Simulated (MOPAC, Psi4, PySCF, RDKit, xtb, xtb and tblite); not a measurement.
Two geometries of SMILES c1c(occ1)CC=C, relaxed at GFN2-xTB with one dihedral held; other torsions can differ between them too.

Structure A

```
16

C     -2.6144     0.8323     0.6157
C     -1.7946     0.3901    -0.3188
C     -1.0540    -0.9186    -0.2315
C     -0.1960    -1.1723    -1.4239
C      0.8143    -0.4473    -1.9849
C      1.2512    -1.1819    -3.1151
C      0.4756    -2.2965    -3.1566
O     -0.4035    -2.2990    -2.1384
H     -3.1311     1.7715     0.5217
H     -2.8029     0.2720     1.5172
H     -1.6215     0.9690    -1.2154
H     -1.7663    -1.7429    -0.1425
H     -0.4372    -0.9201     0.6733
H      1.2005     0.4889    -1.6364
H      2.0329    -0.9132    -3.7957
H      0.4491    -3.1303    -3.8294
```

Structure B

```
16

C      2.5856     0.8578     0.6254
C      1.7313     0.4146    -0.2772
C      1.0857    -0.9416    -0.2279
C     -0.1524    -1.0123    -1.0564
C     -1.2370    -0.1890    -1.1352
C     -2.1005    -0.7604    -2.1027
C     -1.4776    -1.8862    -2.5386
O     -0.2978    -2.0466    -1.9124
H      3.0510     1.8246     0.5426
H      2.8500     0.2738     1.4920
H      1.4849     1.0164    -1.1413
H      1.7850    -1.6899    -0.6148
H      0.8652    -1.2073     0.8103
H     -1.4000     0.7087    -0.5745
H     -3.0493    -0.3817    -2.4237
H     -1.7543    -2.6286    -3.2603
```

Q: Which is lower in energy at the level PBE0-D3(BJ)/def2-SVP // GFN2-xTB (Psi4), and by how much?

A: B is lower, by 0.98 kcal/mol (dihedral C1–C2–C3–C4: 180° in A, 160° in B).

E(B) − E(A) in kcal/mol at the other levels, on the same two geometries: GFN2-xTB (xtb and tblite) -0.38; MMFF94 // GFN2-xTB (RDKit) -0.53; PBE0/def2-SVP // GFN2-xTB (Psi4) -0.97; PBE/def2-SVP // GFN2-xTB (Psi4) -0.96; PBE-D3(BJ)/def2-SVP // GFN2-xTB (Psi4) -0.98; UFF // GFN2-xTB (RDKit) 0.63; PM3, restricted, heats of formation // GFN2-xTB (MOPAC) 0.00; AM1, restricted, heats of formation // GFN2-xTB (MOPAC) -0.08; GFN1-xTB // GFN2-xTB (xtb) -0.31; restricted B3LYP/6-31G*, spherical d, density fitting // GFN2-xTB (PySCF) -0.97; restricted B3LYP/3-21G // GFN2-xTB (PySCF) -1.01; restricted Hartree-Fock/3-21G // GFN2-xTB (PySCF) -1.09; restricted MP2 (frozen core)/6-31G*, spherical d // GFN2-xTB (PySCF) -0.86.
